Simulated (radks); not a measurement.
Valence configurations of neutral arsenic (all share [Ar]). All-electron calculation, Dirac Kohn-Sham, PBE, spin-unpolarised, spherical densities, finite nucleus; open shells fill j = l - 1/2 first; Fermi nuclear charge, rms radius 4.0968 fm. Program: a radial shooting solver on a logarithmic mesh with Libxc functionals. Energies are relative to 3d10 4s2 4p3; eigenvalues in eV.

valence           E (eV)  e(3d3/2)  e(3d5/2)  e(4p1/2)  e(4p3/2)  e(4s1/2)
3d10 4s2 4p3       0.000   -40.939   -40.211    -5.318    -5.047   -14.412
3d9 4s2 4p4       39.822   -51.662   -50.889    -6.655    -6.313   -16.696
3d10 4s1 4p4       9.490   -42.637   -41.907    -5.997    -5.706   -15.318
3d9.5 4s1 4p4.5   28.733   -47.861   -47.109    -6.638    -6.314   -16.423
3d8.5 4s2 4p4.5   63.333   -57.227   -56.431    -7.320    -6.942   -17.803
3d9 4s1 4p5       50.310   -53.230   -52.456    -7.281    -6.921   -17.510
3d8 4s2 4p5       89.333   -62.921   -62.102    -7.984    -7.569   -18.892
3d10 4p5          19.215   -44.243   -43.511    -6.623    -6.315         -
3d10 4s1.5 4p3.5   4.714   -41.801   -41.072    -5.665    -5.384   -14.875
3d10 4s0.5 4p4.5  14.325   -43.450   -42.720    -6.316    -6.016   -15.742

NIST lists [Ar] 3d10 4s2 4p3 as the ground configuration; this level of theory agrees among the configurations tried. The energies are those of spherical spin-averaged densities, not of single terms.
